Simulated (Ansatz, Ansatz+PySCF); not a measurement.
```xyz
3

Cl    0.0000    0.4660   -1.1982
C     0.0000   -0.5522    0.1437
H     0.0000    0.0862    1.0545
```

Basis set: def2-SVP (spherical functions). Left uncorrelated: 6 orbitals. Charge 0, multiplicity 1.

Computed with Ansatz (development build ahead of 0.2.0); each method stands on the lowest determinant of its kind that the runs found. Restricted open shells among the atoms or ions are ROHF, correlated in semicanonical orbitals with singles.

The atomization energy at this shape (free ground-state atoms in the same class of orbitals less the molecule, no zero-point energy) of singlet CHCl:

```json
{"method": "RHF-CCSD(T)", "atomization energy": "686.3 kJ/mol"}
{"method": "UHF-CCSD(T)", "atomization energy": "683.0 kJ/mol"}
{"method": "RHF-MP2", "atomization energy": "681.3 kJ/mol"}
{"method": "RHF", "atomization energy": "478.4 kJ/mol"}
```

(1) What does UHF give?

Results:

(1) 494.5 kJ/mol. Caution for RHF-CCSD(T), RHF-MP2, RHF: an unrestricted determinant lies well below. Caution for UHF-CCSD(T): a plain start can end on a higher determinant. Caution for UHF-CCSD(T), UHF: the unrestricted determinant is spin contaminated.
